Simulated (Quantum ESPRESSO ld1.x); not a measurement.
The scandium ion Sc+, 20 electrons, occupied as [Ar] 3d2 (not the ground configuration). All-electron calculation, Dirac Kohn-Sham, PBEsol, spin-unpolarised, spherical densities, point nucleus; open shells fill j = l - 1/2 first. Program: ld1.x of Quantum ESPRESSO 7.5.

Unscreened Slater integrals over Kohn-Sham orbitals (eV). Large and small components are both included. Empty in this configuration: 3d5/2.

\begin{tabular}{lr}
integral & value \\ \hline
F0(3d3/2,3d3/2) & 13.105 \\
F2(3d3/2,3d3/2) & 5.6853 \\
F0(3d3/2,3p3/2) & 15.979 \\
F2(3d3/2,3p3/2) & 6.9996 \\
G1(3d3/2,3p3/2) & 8.6416 \\
G3(3d3/2,3p3/2) & 5.0939 \\
F0(3d3/2,3p1/2) & 16.019 \\
G1(3d3/2,3p1/2) & 8.6439 \\
F0(3d3/2,3s1/2) & 16.481 \\
G2(3d3/2,3s1/2) & 6.3081 \\
F0(3d3/2,3d5/2) & 13.083 \\
F2(3d3/2,3d5/2) & 5.6754 \\
G2(3d3/2,3d5/2) & 5.6739 \\
G4(3d3/2,3d5/2) & 3.4627 \\
F0(3p3/2,3p3/2) & 20.700 \\
F2(3p3/2,3p3/2) & 10.336 \\
F0(3p3/2,3p1/2) & 20.774 \\
G2(3p3/2,3p1/2) & 10.369 \\
F0(3p3/2,3s1/2) & 21.593 \\
G1(3p3/2,3s1/2) & 14.293 \\
F0(3p3/2,3d5/2) & 15.945 \\
F2(3p3/2,3d5/2) & 6.9788 \\
G1(3p3/2,3d5/2) & 8.6141 \\
G3(3p3/2,3d5/2) & 5.0774 \\
F0(3p1/2,3p1/2) & 20.848 \\
F0(3p1/2,3s1/2) & 21.676 \\
G1(3p1/2,3s1/2) & 14.356 \\
F0(3p1/2,3d5/2) & 15.985 \\
G3(3p1/2,3d5/2) & 5.0754 \\
F0(3s1/2,3s1/2) & 22.607 \\
F0(3s1/2,3d5/2) & 16.445 \\
G2(3s1/2,3d5/2) & 6.2843 \\
F0(3d5/2,3d5/2) & 13.062 \\
F2(3d5/2,3d5/2) & 5.6657 \\
F4(3d5/2,3d5/2) & 3.4576 \\
\end{tabular}
